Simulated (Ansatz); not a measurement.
Two isomers of CH7AlOSi: A = `CO[SiH2][AlH2]`, B = `[AlH2][O]C[SiH3]`.

Isolated molecules relaxed with PBE0-D4/def2-TZVP in Ansatz; ΔE leaves out vibrations. CCSD(T)/CBS is the MP2 limit (def2-TZVPP, def2-QZVPP) plus CCSD(T) − MP2 in def2-TZVPP, frozen cores. DFT in def2-TZVPP. B3LYP here is the variant with VWN-RPA as its local correlation; programs differ in this. Each species was taken in one conformer, which may not be the lowest.

Question: Which is lower in electronic energy at CCSD(T)/CBS, and by how much? (An estimate is asked.)

Answer: The calculation gave: B, by 41.8 kJ/mol.

Question: Give E(B) − E(A) in kJ/mol with ωB97M-V, B3LYP, B3LYP-D4, r2SCAN-D4, PBE-D4, BLYP-D4, MP2/def2-TZVPP. (Estimate.)

Answer: Computed: ωB97M-V -48.5, B3LYP -42.3, B3LYP-D4 -44.3, r2SCAN-D4 -42.8, PBE-D4 -35.9, BLYP-D4 -46.9, MP2/def2-TZVPP -49.2. None reverses the order clearly.

Question: Does the order hold for the free energy at 298.15 K (harmonic terms from PBE0-D4)? (An estimate is asked.)

Answer: Ansatz gave: Yes: G(B) − G(A) = -45.8 kJ/mol, for one conformer each. Modes under 60 cm⁻¹, often nearly free rotors, make the harmonic entropy too high.

Largest T1 diagnostic: 0.013.

In def2-TZVPP, CCSD(T) changes the Hartree–Fock value by −5.9 kJ/mol (the triples alone add −1.2 kJ/mol) and MP2 by −13.1 kJ/mol. Leaving LDA and LC-ωPBE aside and taking each functional with its dispersion term where it has one, the values, not all of them listed here, spread over 14.7 kJ/mol, from ωB97M-V to HSE06-D4. LDA lies −5.7 kJ/mol from PBE without D4.
